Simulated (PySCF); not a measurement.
How methods differ on the ionisation energy of Pm(2+)

Pm(2+) [Xe] 4f5 (high-spin determinant) → Pm(3+) [Xe] 4f4 (high-spin determinant), as a difference of total energies. Calculation: PySCF 2.14, in x2c-TZVPPall (11s7p7d4f2g, 113 functions); scalar relativity by spin-free X2C-1e. Correlated levels: valence: [Kr] 4d10 frozen; valence and next inner shell: [Ar] 3d10 frozen. The calculations carry no spin-orbit coupling.

| method | ionisation energy (eV) |
| --- | --- |
| UHF | 20.107 |
| LDA | 24.255 |
| PBE | 23.771 |
| PBE0 | 23.145 |
| r2SCAN | 23.185 |
| MP2 (valence) | 22.099 |
| SCS-MP2 (valence) | 21.348 |
| MP2 (valence and next inner shell) | 22.522 |
| SCS-MP2 (valence and next inner shell) | 21.750 |

Problem. How much does correlation contribute at MP2 (valence and next inner shell)?

Solution. 22.522 − (20.107) = 2.415 eV, measured against UHF.

A first-order spin-orbit estimate (lowest level to lowest level, LS coupling) adds -0.115 eV.

Errors of the correlated levels include the incompleteness of this basis and the frozen core.

The determinant of Pm(3+) and of Pm(2+) mixes LS terms, which raises its energy above the lowest term, most at the Hartree-Fock and MP2 levels.

For comparison: 22.44 ± 0.08 eV (semi-empirical (NIST evaluation); NIST Atomic Spectra Database, ionization energies).
